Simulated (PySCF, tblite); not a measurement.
Isomers of C3H8NO2Si2 (doublet state), one GFN2-xTB conformer each. Single-point energies are computed at B3LYP/pcH-1 (PySCF, gas phase, no added dispersion term), electronic only. GFN2-xTB treats the open shell by occupation alone, and not every SCF solution was tested for stability.

| SMILES | GFN2-xTB relative energy (kcal/mol) |
| --- | --- |
| NC(=O)[Si@H]1CC[SiH]O1 | 4.9 |
| NC(=O)[Si@@H]1[CH]C[SiH2]O1 | 8.4 |
| NC(=O)[Si]1CC[SiH2]O1 | 0.0 |
| NC(=O)[Si@H]1C[CH][SiH2]O1 | 9.5 |

Conformers: `[NH2:1][C:2](=[O:3])[Si@H:4]1[CH2:5][CH2:6][SiH:7][O:8]1` (doublet state) with H–N1–C2–O3 173° and 4°, N1–C2–Si4–C5 -100°, C2–Si4–C5–C6 142°, Si4–C5–C6–Si7 -33°, C5–C6–Si7–O8 24°, C6–Si7–O8–Si4 -4°; `[NH2:1][C:2](=[O:3])[Si@@H:4]1[CH:5][CH2:6][SiH2:7][O:8]1` (doublet state) with H–N1–C2–O3 -175° and -4°, N1–C2–Si4–C5 96°; `[NH2:1][C:2](=[O:3])[Si:4]1[CH2:5][CH2:6][SiH2:7][O:8]1` (doublet state) with H–N1–C2–O3 173° and 6°, N1–C2–Si4–C5 134°, C2–Si4–C5–C6 -140°, Si4–C5–C6–Si7 31°, C5–C6–Si7–O8 -23°, C6–Si7–O8–Si4 4°; `[NH2:1][C:2](=[O:3])[Si@H:4]1[CH2:5][CH:6][SiH2:7][O:8]1` (doublet state) with H–N1–C2–O3 174° and 4°, N1–C2–Si4–C5 -97°, C2–Si4–C5–C6 133°, Si4–C5–C6–Si7 -15°, C5–C6–Si7–O8 5°, C6–Si7–O8–Si4 11°.

Q: What does B3LYP/pcH-1 give for the same structures?

A: 
```tsv
SMILES	B3LYP/pcH-1 E (Eh)	B3LYP/pcH-1 (kcal/mol)	GFN2-xTB (kcal/mol)	point group
NC(=O)[Si]1CC[SiH2]O1	-903.42391	0.0	0.0	C1
NC(=O)[Si@H]1CC[SiH]O1	-903.42092	1.9	4.9	C1
NC(=O)[Si@@H]1[CH]C[SiH2]O1	-903.41145	7.8	8.4	C1
NC(=O)[Si@H]1C[CH][SiH2]O1	-903.41069	8.3	9.5	C1
```

Both levels put the same isomer lowest; measured from each level's own lowest isomer, the values differ by up to 3.0 kcal/mol (NC(=O)[Si@H]1CC[SiH]O1: 4.9 against 1.9). Neighbours under 5.0 kcal/mol apart (NC(=O)[Si]1CC[SiH2]O1 and NC(=O)[Si@H]1CC[SiH]O1; NC(=O)[Si@@H]1[CH]C[SiH2]O1 and NC(=O)[Si@H]1C[CH][SiH2]O1) can change places with a better method, another conformer or zero-point energy.

Q: What happens when harmonic zero-point energies from GFN2-xTB frequencies are added?

A: 
```json
{"SMILES": "NC(=O)[Si]1CC[SiH2]O1", "ZPE (kcal/mol)": "69.5", "electronic (kcal/mol)": "0.0", "with ZPE (kcal/mol)": "0.0"}
{"SMILES": "NC(=O)[Si@H]1CC[SiH]O1", "ZPE (kcal/mol)": "69.5", "electronic (kcal/mol)": "1.9", "with ZPE (kcal/mol)": "1.8"}
{"SMILES": "NC(=O)[Si@@H]1[CH]C[SiH2]O1", "ZPE (kcal/mol)": "66.1", "electronic (kcal/mol)": "7.8", "with ZPE (kcal/mol)": "4.4"}
{"SMILES": "NC(=O)[Si@H]1C[CH][SiH2]O1", "ZPE (kcal/mol)": "66.0", "electronic (kcal/mol)": "8.3", "with ZPE (kcal/mol)": "4.7"}
```

The zero-point energies span 3.5 kcal/mol. The order is unchanged.

Q: As an exercise, what shares would exp(−E/RT) give at 1000 K from these electronic energies alone (no entropy, no degeneracies)?

A: RT = 1.987 kcal/mol: NC(=O)[Si]1CC[SiH2]O1 70.2 %, NC(=O)[Si@H]1CC[SiH]O1 27.3 %, NC(=O)[Si@@H]1[CH]C[SiH2]O1 1.4 %, NC(=O)[Si@H]1C[CH][SiH2]O1 1.1 %.
